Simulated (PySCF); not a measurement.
Vertical excitation energies

C7H7NS.
Atom-mapped SMILES: `[N:1]#[C:2][C@@:3]12[C@H:4]3[C@@H:5]([SH:6])[C@@H:7]1[CH2:8][C@@H:9]23` (hydrogens: H10 on C4; H11 on C5; H12 on S6; H13 on C7; H14, H15 on C8; H16 on C9)

Geometry (GFN2-xTB, Å), atoms numbered from 1 in this order:
```xyz
16
C7H7NS angstrom
N      0.1717    2.9505   -1.6710
C      0.0708    1.9083   -1.2004
C     -0.0497    0.6555   -0.6014
C      0.8790   -0.5420   -0.5160
C      0.7263   -0.5909    0.9905
S      2.0142    0.3182    1.8966
C     -0.5870    0.1778    0.7872
C     -1.4682   -0.8474    0.0599
C     -0.5028   -0.7013   -1.1014
H      1.7820   -0.7143   -1.0769
H      0.6693   -1.5673    1.4742
H      1.9430    1.4296    1.1643
H     -0.9801    0.8227    1.5639
H     -2.4566   -0.4601   -0.1787
H     -1.5558   -1.8310    0.5216
H     -0.6636   -0.9996   -2.1236
```

Method used: TDDFT CAM-B3LYP/def2-SVPD, vertical, gas phase, core orbitals frozen in the response (PySCF).

| state | E (eV) | λ (nm) | f | main configurations (H = HOMO, L = LUMO) |
| --- | --- | --- | --- | --- |
| S1 | 5.61 | 221.1 | 0.0045 | H→L (65%), H→L+5 (10%) |
| S2 | 6.35 | 195.3 | 0.0033 | H-1→L+1 (56%), H-1→L+6 (8%), H→L+1 (8%) |
| S3 | 6.40 | 193.9 | 0.035 | H→L+3 (54%), H→L+2 (11%), H→L+1 (10%) |
| S4 | 6.89 | 179.8 | 0.0040 | H→L+2 (58%), H→L+1 (25%) |
| S5 | 6.91 | 179.4 | 0.035 | H-1→L+2 (36%), H-2→L+1 (14%) |
| S6 | 7.12 | 174.1 | 0.018 | H→L+4 (63%), H→L+1 (14%) |
| S7 | 7.25 | 171.1 | 0.0094 | H→L+1 (29%), H→L+3 (24%), H→L+2 (10%) |
| S8 | 7.42 | 167.0 | 0.0040 | H-1→L (46%), H-2→L+2 (10%), H-1→L+3 (8%) |

Triplets (Tamm–Dancoff): T1 5.16 eV, H→L (58%), H→L+5 (11%); T2 5.67 eV, H-1→L+2 (41%), H-1→L+5 (15%), H-1→L+3 (9%); T3 5.94 eV, H→L+3 (43%), H→L+1 (15%), H→L+2 (8%).

The lowest singlet comes at 221 nm (541 kJ/mol) in the ultraviolet; it is very weak; its leading configuration is HOMO→LUMO (65%). The largest oscillator strength of a single state is 0.035. Löwdin shares by element: HOMO sulfur 71%, carbon 14% or more, hydrogen 6% or more; LUMO sulfur 37%, hydrogen 12% or more, carbon 6% or more (atoms not listed hold the other 45%). Of the 8 states listed, 3 reach f = 0.01 and none stays under 0.0005. The listed states span 1.81 eV, and the widest gap between neighbours is 0.74 eV (S1 to S2). Orbital energies (eV): HOMO-3 -11.00, HOMO-2 -10.11, HOMO-1 -9.29, HOMO -8.44, LUMO 0.87, LUMO+1 1.02, LUMO+2 1.09. No computed singlet lies in the visible range (380 to 750 nm); the lowest, at 221 nm, stands 2.35 eV above its violet end (3.26 eV). The window holds the lowest 8 singlets.

The run took 72 s of wall time on x86-64 server, one thread, shared host.

One conformer stands for the species.
